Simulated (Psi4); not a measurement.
As2, triplet, at a GFN2-xTB geometry (a higher spin typed on purpose: for a closed-shell molecule this is an excited state). Base run: TPSS/STO-3G (Psi4).

Psi4 was given this input:
```
memory 2 GB

molecule mol {
0 3
As   -0.000000   -0.000000   -1.127166
As    0.000000    0.000000    1.127166
}

set {
  basis sto-3g
  reference uks
}

energy('tpss')
print_variables()
```

Variants of this job, named by their change:

```csv
change,ΔE vs base (µEh),SCF cycles,grid points,basis functions,outcome
base,0.0,5,38238,36,converged
guess = sadno,0.0,5,38238,36,converged
puream = true,0.0,5,38238,36,converged
dft_radial_scheme = becke,-1671,5,34178,36,converged
scf_type = direct,3277,7,38238,36,converged
scf_type = mem_df,0.0,5,38238,36,converged
dft_radial_points = 150,-1099,5,75812,36,converged
dft_spherical_points = 974,50.5,5,122326,36,converged
scf_initial_accelerator = none,0.0,5,38238,36,converged
basis_guess = true,-,-,-,46,not converged
dft_radial_points = 99,-1077,5,50196,36,converged
dft_pruning_scheme = treutler,-2.4,5,18690,36,converged
dft_spherical_points = 110,193,5,14010,36,converged
```

Open shells are given as the SCF converged; they aren't shown to be the lowest states, and a large step between rows can be another state.
